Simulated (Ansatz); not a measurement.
`N=CB(F)S` + `FC(F)Cl` → `FB(S)Cl` + `N=CC(F)F`  (formal exchange of groups at a B–C bond)

Calculated with Ansatz (gas phase, PBE0-D4/def2-TZVP geometries, no zero-point term in ΔE). CBS: MP2 limit from def2 TZ/QZ plus the TZ coupled-cluster correction, frozen cores. DFT in def2-TZVPP. Each species was taken in one conformer, which may not be the lowest.

CCSD(T)/CBS gives -1.22 eV.

Question: Another level gave -1.12 eV. Which?
A. revPBE/def2-TZVPP
B. HF/def2-TZVPP
C. ωB97M-V/def2-TZVPP
D. BHLYP/def2-TZVPP

Answer: A. revPBE -1.12, ωB97M-V -1.21, BHLYP -1.26, HF/def2-TZVPP -1.33 eV.

Largest T1 diagnostic among the species: 0.014.

At CCSD(T), def2-SVP lies −0.14 eV from the extrapolated value and def2-TZVPP −0.01 eV. In def2-TZVPP, CCSD(T) changes the Hartree–Fock value by +0.11 eV (the triples alone add +0.03 eV) and MP2 by +0.06 eV.
